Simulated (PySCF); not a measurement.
Members of one series of related molecules.

All values: PBE0/pcSseg-1 (PySCF) at GFN2-xTB geometries, gas phase, one conformer each.

Task: Rank by dipole moment, lowest first.
A. `[SiH3]C(C(F)(F)F)(F)[SiH3]`
B. `[SiH3]C(C#CC)(C(F)(F)F)[SiH3]`
C. `[NH2:1][CH2:2][C:3]([SiH3:4])([SiH3:5])[C:6]([F:7])([F:8])[F:9]` with H–N1–C2–C3 80° and -159°, N1–C2–C3–Si4 153°
D. `[CH2:1]=[N:2][C:3]([SiH3:4])([SiH3:5])[C:6]([F:7])([F:8])[F:9]` with C1–N2–C3–Si4 120°
E. `CC([SiH3])([SiH3])C(F)(F)F`
F. `[CH3:1][O:2][C:3]([SiH3:4])([SiH3:5])[C:6]([F:7])([F:8])[F:9]` with C1–O2–C3–Si4 -176°

Result: D (1.08 D), F (1.82 D), E (2.26 D), A (2.43 D), B (2.62 D), C (3.27 D).

All values together:

| SMILES | change | formula | μ (D) | HOMO (eV) | LUMO (eV) | lowest IAO charge (e) | highest IAO charge (e) | lowest Hirshfeld charge (e) | highest Hirshfeld charge (e) |
| --- | --- | --- | --- | --- | --- | --- | --- | --- | --- |
| FC(F)(F)C([SiH3])[SiH3] | parent | C2H7F3Si2 | 2.28 | -9.37 | 0.20 | -0.698 (C) | +0.799 (C) | -0.222 (C) | +0.310 (Si) |
| C=NC([SiH3])([SiH3])C(F)(F)F | H on C replaced by N=CH2 | C3H8F3NSi2 | 1.08 | -7.66 | -0.81 | -0.429 (C) | +0.775 (C) | -0.135 (C) | +0.300 (Si) |
| COC([SiH3])([SiH3])C(F)(F)F | H on C replaced by OCH3 | C3H9F3OSi2 | 1.82 | -7.85 | 0.21 | -0.384 (O) | +0.777 (C) | -0.129 (O) | +0.295 (Si) |
| CC([SiH3])([SiH3])C(F)(F)F | H on C replaced by CH3 | C3H9F3Si2 | 2.26 | -8.85 | 0.23 | -0.524 (C) | +0.792 (C) | -0.171 (C) | +0.300 (Si) |
| CCCC([SiH3])([SiH3])C(F)(F)F | H on C replaced by nPr | C5H13F3Si2 | 2.26 | -8.64 | 0.32 | -0.524 (C) | +0.788 (C) | -0.170 (C) | +0.297 (Si) |
| FC(F)(F)C([SiH3])([SiH3])C(Cl)Cl | H on C replaced by CHCl2 | C3H7Cl2F3Si2 | 1.42 | -8.93 | -0.57 | -0.544 (C) | +0.795 (C) | -0.192 (C) | +0.276 (Si) |
| CC#CC([SiH3])([SiH3])C(F)(F)F | H on C replaced by propynyl | C5H9F3Si2 | 2.62 | -7.38 | 0.14 | -0.533 (C) | +0.802 (C) | -0.164 (C) | +0.307 (Si) |
| FC(F)(F)C(F)([SiH3])[SiH3] | H on C replaced by F | C2H6F4Si2 | 2.43 | -8.90 | -0.07 | -0.312 (F) | +0.788 (C) | -0.106 (F) | +0.303 (Si) |
| NCC([SiH3])([SiH3])C(F)(F)F | H on C replaced by CH2NH2 | C3H10F3NSi2 | 3.27 | -7.67 | 0.46 | -0.548 (N) | +0.790 (C) | -0.183 (N) | +0.299 (Si) |

Conformers: `[CH2:1]=[N:2][C:3]([SiH3:4])([SiH3:5])[C:6]([F:7])([F:8])[F:9]` with C1–N2–C3–Si4 120°; `[CH3:1][O:2][C:3]([SiH3:4])([SiH3:5])[C:6]([F:7])([F:8])[F:9]` with C1–O2–C3–Si4 -176°; `[CH3:1][CH2:2][CH2:3][C:4]([SiH3:5])([SiH3:6])[C:7]([F:8])([F:9])[F:10]` with C1–C2–C3–C4 175°, C2–C3–C4–Si5 -51°; `[F:1][C:2]([F:3])([F:4])[C:5]([SiH3:6])([SiH3:7])[CH:8]([Cl:9])[Cl:10]` with C2–C5–C8–Cl9 -158°; `[NH2:1][CH2:2][C:3]([SiH3:4])([SiH3:5])[C:6]([F:7])([F:8])[F:9]` with H–N1–C2–C3 80° and -159°, N1–C2–C3–Si4 153°.

Task: Give the shifts from the parent, `FC(F)(F)C([SiH3])[SiH3]`.

Result: 
```
                          SMILES  change in μ (D)  change in HOMO (eV)  change in LUMO (eV)
    C=NC([SiH3])([SiH3])C(F)(F)F            -1.20                +1.71                -1.01
     COC([SiH3])([SiH3])C(F)(F)F            -0.46                +1.52                +0.01
      CC([SiH3])([SiH3])C(F)(F)F            -0.02                +0.52                +0.03
    CCCC([SiH3])([SiH3])C(F)(F)F            -0.02                +0.73                +0.12
FC(F)(F)C([SiH3])([SiH3])C(Cl)Cl            -0.86                +0.44                -0.77
   CC#CC([SiH3])([SiH3])C(F)(F)F            +0.34                +1.99                -0.06
      FC(F)(F)C(F)([SiH3])[SiH3]            +0.15                +0.47                -0.27
     NCC([SiH3])([SiH3])C(F)(F)F            +0.99                +1.70                +0.26
```
